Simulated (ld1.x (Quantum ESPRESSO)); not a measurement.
# Logarithmic derivatives: Se (Z = 34), PAW

```json
{
 "Element": "selenium (Se)",
 "Generator": "ld1.x (Quantum ESPRESSO) 7.5",
 "Type": "PAW",
 "Functional": "LDA (PZ)",
 "Relativity": "scalar-relativistic",
 "Frozen core": "[Ar] 3d10",
 "Valence charge": "6",
 "Reference configuration": "4s2 4p4",
 "Partial waves": "4s (bound): rcut 1.35, rcutus 1.80 bohr; 4s channel at -1.15 Ry: rcut 1.35, rcutus 1.80 bohr; 4p (bound): rcut 1.45, rcutus 1.55 bohr; 4p channel at 3.95 Ry: rcut 1.45, rcutus 1.55 bohr; 4d channel at 0.3 Ry: rcut 1.00, rcutus 1.35 bohr; 4d channel at 2.3 Ry: rcut 1.00, rcutus 1.35 bohr",
 "Local potential": "all-electron potential smoothed inside 1.10 bohr (lloc = -1)",
 "Core correction": "Bessel-smoothed model core, default radius (core density twice the valence density)",
 "Augmentation charge": "PSQ, inside the norm-conserving radii"
}
```

The phase is arctan(r·u′/u) with u = r·R(r), unwrapped; energies in Ry, scanned from -3 to 5 Ry. A pole is an energy at which the radial function vanishes at the test radius. The pseudo phase is shifted by a multiple of π to meet the all-electron one at the reference energy, and phase errors are pseudo minus all-electron; the curves can meet again beyond the range given. Levels narrower than the energy grid can be missing from the lists of poles.

| channel | radius (bohr) | reference energy (Ry) | poles, all-electron | poles, pseudo | unbroken range about the reference energy with phases within 0.05 rad | phase error 1 Ry above the reference energy (rad) |
| --- | --- | --- | --- | --- | --- | --- |
| s | 1.95 | -1.29 | 1.13 | 1.12 | the whole range | -0.000 |
| p | 1.95 | -0.49 | 2.79 | 2.79 | the whole range | -0.000 |
| d | 1.95 | 0.30 | none | none | the whole range | +0.000 |

Note: ghost states, extra bound levels that the all-electron valence spectrum of the same l lacks: d at -51.8 eV, s at -43.5 eV. A true bound ghost makes a file unfit for plane-wave use.

Phases in the p channel:

```json
{"E (Ry)": "-3.00", "all-electron": "1.176", "pseudo": "1.175"}
{"E (Ry)": "-2.52", "all-electron": "1.113", "pseudo": "1.113"}
{"E (Ry)": "-2.04", "all-electron": "1.017", "pseudo": "1.017"}
{"E (Ry)": "-1.56", "all-electron": "0.854", "pseudo": "0.853"}
{"E (Ry)": "-1.08", "all-electron": "0.539", "pseudo": "0.539"}
{"E (Ry)": "-0.60", "all-electron": "-0.060", "pseudo": "-0.060"}
{"E (Ry)": "-0.12", "all-electron": "-0.722", "pseudo": "-0.722"}
{"E (Ry)": "0.36", "all-electron": "-1.098", "pseudo": "-1.098"}
{"E (Ry)": "0.84", "all-electron": "-1.290", "pseudo": "-1.291"}
{"E (Ry)": "1.32", "all-electron": "-1.402", "pseudo": "-1.402"}
{"E (Ry)": "1.80", "all-electron": "-1.474", "pseudo": "-1.475"}
{"E (Ry)": "2.28", "all-electron": "-1.527", "pseudo": "-1.527"}
{"E (Ry)": "2.76", "all-electron": "-1.569", "pseudo": "-1.569"}
{"E (Ry)": "3.24", "all-electron": "-1.603", "pseudo": "-1.603"}
{"E (Ry)": "3.72", "all-electron": "-1.634", "pseudo": "-1.634"}
{"E (Ry)": "4.20", "all-electron": "-1.663", "pseudo": "-1.663"}
{"E (Ry)": "4.68", "all-electron": "-1.692", "pseudo": "-1.692"}
```
